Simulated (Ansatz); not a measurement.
Basis-set extrapolation for `CNB(F)[SiH3]` (PBE0-D4/def2-TZVP geometry, frozen core, the Gaussian-basis code of Ansatz). Multiplicity 1, RHF reference.

|  | def2-TZVPP | def2-QZVPP |
| --- | --- | --- |
| HF | -509.640050 | -509.659126 |
| MP2 correlation | -0.859788 | -0.925729 |
| CCSD(T) correlation | -0.940061 | not run |

Energies in hartree. Use E(X) = E(∞) + A·exp(−7.88·√X) for Hartree–Fock and E(X) = E(∞) + B·X^(−2.97) for correlation, with X = 3 and 4, and add CCSD(T) minus MP2 of the smaller set to the MP2 limit.

What is the CCSD(T) energy at the basis-set limit?

HF limit: -509.659126 + (-0.019076) × 0.13774 = -509.66175. MP2 limit: -0.925729 + (-0.065941) × 0.74074 = -0.97457. Higher-order term: -0.940061 − (-0.859788) = -0.08027. Total: -510.71659 hartree, 358.3 kJ/mol below CCSD(T)/def2-TZVPP.
